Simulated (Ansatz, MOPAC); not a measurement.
Molecule: CH$_{4}$FSi, net charge 0, doublet state. SMILES: [CH2][SiH2]F

Atoms: C1, Si2, F3, H4, H5, H6, H7. Bonds: C1-Si2, C1-H4, C1-H5, Si2-F3, Si2-H6, Si2-H7.

Bond lengths (Å) and angles (degrees) optimised at AM1 with MOPAC; PM6 with MOPAC; PM7 with MOPAC; MNDO with MOPAC; HF/STO-3G with Ansatz (an electronic-structure program); B3LYP/LANL2DZ with Ansatz, each started from the B3LYP-D3(BJ)/def2-TZVP structure (Ansatz) of the last column. A row stands for all coordinates that are equal there; 11 of 14 kinds are shown. No wavenumbers were computed at MNDO, HF/STO-3G, B3LYP/LANL2DZ, so these may be saddle points.

```
coordinate             AM1             PM6             PM7            MNDO  HF/STO-3G  B3LYP/LANL2DZ  B3LYP-D3(BJ)/def2-TZVP
----------  --------------  --------------  --------------  --------------  ---------  -------------  ----------------------
C1-Si2               1.743           1.818           1.799           1.761      1.836          1.852                   1.833
C1-H4                1.093           1.078           1.082           1.085      1.080          1.090                   1.085
C1-H5                1.093           1.083           1.079           1.085      1.080          1.090                   1.084
Si2-F3               1.623           1.595           1.575           1.599      1.623          1.708                   1.609
Si2-H6               1.461           1.458           1.462           1.382      1.424          1.481                   1.481
Si2-H7               1.461           1.458           1.462           1.382      1.424          1.481                   1.478
C1-Si2-F3            112.9           110.7           109.8           109.5      110.0          110.6                   109.6
Si2-C1-H4   123.2 to 123.5  120.3 to 126.7  122.0 to 123.9  122.5 to 124.8      122.7          122.4                   122.6
C1-Si2-H6            108.8           110.3           109.2           110.8      110.1          110.7                   111.8
C1-Si2-H7            108.8           110.3           109.2           110.8      110.1          110.8                   110.6
F3-Si2-H6            109.6           106.3           109.8           108.0      108.5          106.3                   106.3
```

A range marks coordinates that this level makes unequal.

Mean signed difference of all 6 bond lengths from B3LYP-D3(BJ)/def2-TZVP: AM1 -0.016 Å, PM6 -0.013 Å, PM7 -0.019 Å, MNDO -0.046 Å, HF/STO-3G -0.017 Å, B3LYP/LANL2DZ 0.022 Å.
